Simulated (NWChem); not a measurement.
**Correlation energy of phosphorus nitride (NP)**

SMILES: N#P
```xyz
2

N      0.0000     0.0000     1.0149
P      0.0000     0.0000    -0.4736
```
Charge 0, spin multiplicity 1.

The numbers come from NWChem runs, not from measurements. Structure: optimised with PBE0/def2-SVP, a minimum by its harmonic frequencies.

Basis set: 6-311G**. Each correlation energy counts from its own Hartree-Fock reference.

```
method        correlation energy (mHa)  difference from CCSD(T)
------------  ------------------------  -----------------------
MP2                             -300.2                    +16.8
SCS-MP2                         -291.3                    +25.7
CR-CCSD[T]                      -314.1                     +2.8
CR-CCSD(T)                      -313.1                     +3.9
CCSD                            -299.9                    +17.1
CCSD+T(CCSD)                    -318.3                     -1.3
CCSD(T)                         -317.0                      0.0
```

The values span 27.0 mHa, from CCSD+T(CCSD) (lowest) to SCS-MP2 (highest). 

The correlated methods keep 6 core orbitals frozen. The Pople sets run with spherical d functions. Differences from the coupled-cluster row are differences between methods, not errors against experiment.
